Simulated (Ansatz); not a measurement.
Geometry optimisation, RKS PBE/def2-SVP in Ansatz.

input.yaml

```yaml
crystal:
  periodic: [false, false, false]
  atoms:
    - { symbol: Al, position_ang: [-0.113371, 0.039151, 0.049193] }
    - { symbol: O, position_ang: [-0.293999, -0.183845, 1.785396] }
    - { symbol: Si, position_ang: [-1.413082, -0.199262, 3.038194] }
    - { symbol: H, position_ang: [-2.716149, -0.815425, 2.595805] }
    - { symbol: H, position_ang: [-0.843396, -1.005194, 4.172853] }
    - { symbol: H, position_ang: [-1.682982, 1.203736, 3.511719] }
    - { symbol: Cl, position_ang: [1.716527, 0.860983, -0.596128] }
    - { symbol: H, position_ang: [-1.328611, -0.191192, -0.93423] }
    - { symbol: Cl, position_ang: [0.94784, -3.117309, 0.832686] }
    - { symbol: H, position_ang: [0.716722, -2.146541, 1.732011] }
basis:
  gaussian: { orbitals: def2-SVP }
hamiltonian:
  xc: pbe
relax:
  f_tol: 0.03
  max_steps: 50
```

Launched with:

```bash
$ ansatz run input.yaml --threads 2 --pin off --max-ram 3072MiB --backend cpu --events-out ev --progress --plain --runs-dir out
```

Question: Where does it end, and by what steps?

Answer: The run converged. After 27 steps the energy has fallen by 1.085 eV; Cl7 moved furthest, 1.68 Å. Parted: Cl9–H10 (1.34 → 2.60 Å). Joined: Al1–Cl9 (3.42 → 2.16 Å), O2–H10 (2.21 → 0.98 Å).

| step | energy less start (eV) | largest force component (eV/Å) | accepted |
| --- | --- | --- | --- |
| 0 | 0.0000 | 0.846 | yes |
| 1 | -0.0870 | 0.390 | yes |
| 2 | -0.1711 | 0.306 | yes |
| 3 | -0.2212 | 0.464 | yes |
| 4 | -0.2551 | 0.379 | yes |
| 5 | -0.3245 | 0.688 | yes |
| 6 | -0.4577 | 1.269 | yes |
| 7 | -0.1332 | 7.797 | no |
| 8 | -0.5982 | 0.808 | yes |
| 9 | -0.7652 | 0.997 | yes |
| 10 | -0.9184 | 0.738 | yes |
| 11 | -0.9230 | 1.976 | yes |
| 12 | -0.9522 | 0.837 | yes |
| 13 | -0.9978 | 0.530 | yes |
| 14 | -1.0163 | 0.216 | yes |
| 15 | -1.0272 | 0.057 | yes |
| 16 | -1.0304 | 0.077 | yes |
| 17 | -1.0331 | 0.148 | yes |
| 18 | -1.0369 | 0.164 | yes |
| 19 | -1.0421 | 0.271 | yes |
| 20 | -1.0489 | 0.216 | yes |
| 21 | -1.0598 | 0.177 | yes |
| 22 | -1.0669 | 0.250 | yes |
| 23 | -1.0745 | 0.157 | yes |
| 24 | -1.0790 | 0.156 | yes |
| 25 | -1.0839 | 0.039 | yes |
| 26 | -1.0852 | 0.051 | yes |
| 27 | -1.0854 | 0.023 | yes |

```xyz
10
Properties=species:S:1:pos:R:3
Al 0.254 -0.605 0.062
O -0.891 -1.134 1.576
Si -1.304 -0.164 2.978
H -2.402 -0.929 3.654
H -0.119 -0.027 3.878
H -1.785 1.126 2.411
Cl 1.309 1.005 1.030
H -0.683 -0.236 -1.162
Cl 1.257 -2.517 0.024
H -0.645 -2.074 1.737
```

Whether the end is a true minimum wasn't checked by a vibrational analysis.

Time of the run: 86 s on 2 threads of Arm Neoverse V1, with other jobs on the host, peak memory 0.16 GiB.
